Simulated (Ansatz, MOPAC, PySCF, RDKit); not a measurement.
Noncovalent pair: CHN (SMILES C#N) (first 3 atoms) with C2H6O (SMILES COC); geometry from B3LYP-D3(BJ)/def2-TZVP, rigid monomers moved along the line of their centres of mass till H3···O5 is 3.50 Å.
(charge 0, multiplicity 1):
```
atom    x (Å)    y (Å)    z (Å)
----  -------  -------  -------
C     -0.2934   0.1884  -0.3061
N     -0.3619   0.3099  -1.4448
H     -0.2267   0.0738   0.7655
C      0.2064  -1.5506   4.8710
O      0.0124  -0.2996   4.2380
C      0.0649   0.7929   5.1363
H     -0.5704  -1.7356   5.6217
H      1.1878  -1.5984   5.3565
H      0.1498  -2.3180   4.1009
H     -0.7177   0.7122   5.8992
H     -0.0934   1.7002   4.5558
H      1.0404   0.8480   5.6329
```

Interaction energies are E(AB) − E(A) − E(B) at the monomers' geometry in the complex; basis-set methods are counterpoise corrected. Rows marked so take none.

Correlated levels freeze the cores. Rows in 6-31G*, STO-3G carry no dispersion term and start afresh at each structure (6-31G* with six Cartesian d functions). The state that PM6 reach isn't checked.

The values were computed with Ansatz (an electronic-structure program) with Gaussian orbitals; MOPAC for PM6 (differences of heats of formation); PySCF for 6-31G* rows, STO-3G rows, the dispersion terms; RDKit for the force fields. Each number belongs to the level named beside it.

```csv
level,interaction energy (kcal/mol)
MMFF94,-2.24
PM6,-1.25
HF/STO-3G (no counterpoise),-1.03
r2SCAN-D4/def2-TZVPPD,-1.72
PBE0/def2-TZVPPD,-1.70
PBE0-D4/def2-TZVPPD,-1.83
M06-2X/6-31G* (no counterpoise),[?]
MP2/aug-cc-pVDZ,-1.84
CCSD(T)/aug-cc-pVDZ,-1.80
```

Problem. What belongs in the gaps?

Solution. 
- M06-2X/6-31G* (no counterpoise), interaction energy (kcal/mol): -2.04
